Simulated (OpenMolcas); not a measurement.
# Cr2+: ligand-field states by method

Cr2+ with 6 ligands (fluoride) in trigonal antiprismatic coordination (D3d) at 2.11 Å, a polar angle of 59.1° against the regular 54.74°. A charge of +0.667 e stands 2.4 Å behind each ligand. Ligand basis ANO-RCC-VDZP.
```
Cr    0.0000    0.0000    0.0000
F     0.0000    1.8108    1.0831
F    -1.5682   -0.9054    1.0831
F     1.5682   -0.9054    1.0831
F     0.0000   -1.8108   -1.0831
F     1.5682    0.9054   -1.0831
F    -1.5682    0.9054   -1.0831
```

```yaml
Program: OpenMolcas
Basis: ANO-RCC-VTZP [6s5p3d2f1g]
Scalar_Hamiltonian: DKH2, point nucleus
Active_space: 4 electrons in 5 orbitals (3d)
State_averaging: 2S+1 = 5 even, 5 roots; 2S+1 = 3 even, 45 roots; 2S+1 = 1 even, 50 roots
Spin-orbit_coupling: RASSI with atomic mean-field integrals over the reference wave functions
```

I. CASSCF
II. SS-CASPT2, IPEA 0.25 Eh, imaginary shift 0.1 Eh (closed shells correlated: 3s 3p and the ligand valence shells)

Spin-free states (labels of D3, the rotations of D3d) in cm-1, each column counted from its own energy of the first state listed:

```json
{"State": "5E", "Degeneracy": "2", "I": "0", "II": "0"}
{"State": "5E", "Degeneracy": "2", "I": "7244", "II": "8080"}
{"State": "5A1", "Degeneracy": "1", "I": "8194", "II": "9300"}
{"State": "3A2", "Degeneracy": "1", "I": "14473", "II": "11740"}
{"State": "3E", "Degeneracy": "2", "I": "14779", "II": "12180"}
{"State": "3E", "Degeneracy": "2", "I": "20186", "II": "17030"}
{"State": "3E", "Degeneracy": "2", "I": "20812", "II": "17120"}
{"State": "3A2", "Degeneracy": "1", "I": "21251", "II": "17390"}
{"State": "3A1", "Degeneracy": "1", "I": "21341", "II": "17700"}
{"State": "3E", "Degeneracy": "2", "I": "21846", "II": "18060"}
{"State": "3A2", "Degeneracy": "1", "I": "23439", "II": "18830"}
{"State": "3A1", "Degeneracy": "1", "I": "24369", "II": "19650"}
{"State": "1A1", "Degeneracy": "1", "I": "24450", "II": "20330"}
{"State": "1E", "Degeneracy": "2", "I": "24607", "II": "19860"}
{"State": "1E", "Degeneracy": "2", "I": "25429", "II": "20630"}
{"State": "3A2", "Degeneracy": "1", "I": "26944", "II": "24540"}
{"State": "3E", "Degeneracy": "2", "I": "27111", "II": "22490"}
{"State": "3E", "Degeneracy": "2", "I": "27672", "II": "24590"}
{"State": "3A1", "Degeneracy": "1", "I": "28430", "II": "25610"}
{"State": "3E", "Degeneracy": "2", "I": "28552", "II": "25260"}
```

From I to II, I's first state of the same spin (5E) moves from 7244 to 8080 cm-1, by about +840 cm-1.

From I to II, I's first state of another spin (3A2) moves from 14473 to 11740 cm-1, by about -2700 cm-1.

χT at 300 K: I 2.92, II 2.93 cm3 K/mol.

Roots that are degenerate in the reference are averaged as groups; the widest CASPT2 spread within a group is 170 cm-1 (the 2-fold group of multiplicity 1 near 54600 cm-1 above the lowest state of its run, II). Shifts and gaps below about the spread of the groups concerned are not significant. Over all roots computed the reference weight is 0.70 to 0.71 in II; a low but even weight reflects the number of correlated electrons. An orbital doublet at a regular site is open to a Jahn-Teller distortion, which this geometry leaves out. Ligand-to-metal charge-transfer states are missing. With no ligand orbital active B as a rule stays too high, so bands that hang on it stand too high and its fall with covalency is understated. Without dynamic correlation the repulsion within the d shell is too large (B by tens of per cent), so at a given field states of lower spin stand too high (holds for I). With metal d orbitals alone and no dynamic correlation the field as a rule comes out too small, by tens of per cent, by up to half for chloride and softer ligands (holds for I). With one d shell and no ligand orbital active, 10Dq can be off by tens of per cent for divalent 3d ions, low with halides held by bare charges and at times high in hosts (holds for II). Free-ion shares, where given, are those of the reference states; single-state CASPT2 does not remix them (holds for II). No measured value stands beside these numbers; the geometry was imposed, not optimised, and the real ion may take another.
